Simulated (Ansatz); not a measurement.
Input file for Ansatz (a first-principles code): R-CCSD(T)/cc-pVTZ on BH4NO2 (SMILES NB(O)O), a point of a torsion scan.

Ansatz 0.2 input:
```yaml
crystal:
  periodic: [false, false, false]
  atoms:
    - {symbol: N, position_ang: [1.15312782, -0.05619683, 0.19189834]}
    - {symbol: B, position_ang: [-0.19781646, 0.05909226, -0.18818973]}
    - {symbol: O, position_ang: [-0.97770388, 1.13565138, 0.15303386]}
    - {symbol: O, position_ang: [-0.75118022, -0.94316756, -0.92651867]}
    - {symbol: H, position_ang: [1.65707404, 0.62055159, 0.73320673]}
    - {symbol: H, position_ang: [1.69989831, -0.85372264, -0.07111650]}
    - {symbol: H, position_ang: [-0.53753724, 1.80650060, 0.66983887]}
    - {symbol: H, position_ang: [-1.66897863, -0.77265461, -1.13371687]}
basis:
  gaussian:
    orbitals: cc-pVTZ
magnetization: {spin_polarized: false}
correlation: {method: ccsd_t, electrons: outside_noble_gas}
scf: {lower_state_search: off}
```

What total energy does the run end on?

-232.2810 hartree (reference determinant -231.4450, T1 diagnostic 0.011).

How many basis functions does it have, and what does it roughly cost on one machine?

176 functions; very roughly 120 core-seconds.
